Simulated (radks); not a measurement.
Successive ionisation energies (eV) of one element, from differences of total energies of ions in their ground configurations, starting at charge 22: 1099.0, 1153.2, 1207.1, 1279.0, 1336.1, 1392.7, 1524.9, 1587.6, 3816.1, 3975.4, 4133.1, 4349.4, 4517.9, 4684.1, 4992.2, 5155.2, 21553, 22251. Method: scalar-relativistic Kohn-Sham, BLYP, spin-polarised, spherical densities, finite nucleus; open shells are filled with parallel spins first (spin-orbit coupling, left out, can overturn this in heavy ions); Fermi nuclear charge, rms radius 4.2694 fm; computed with a radial shooting solver on a logarithmic mesh with Libxc functionals. Which element is it?

Answer. Zirconium (Z = 40). The first species listed is Zr22+ in [Ar], the last Zr39+ in 1s1.
